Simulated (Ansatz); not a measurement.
Harmonic frequencies (cm⁻¹) at PBE0-D4/def2-TZVP from Ansatz: 55, 115, 163, 250, 370, 478, 556, 611, 664, 693, 718, 836, 886, 1092, 1140, 1418, 1982, 2697, 3103, 3173, 3909.

Each molecule was computed in one conformer, which needn't be the lowest.

(1) Which molecule is it?
A. `C[O][GaH][SH]`
B. `[OH][GaH][CH2]S`
C. `[OH][SnH2][SeH]`
D. `CC=C=C=N`

Answers

(1) B.
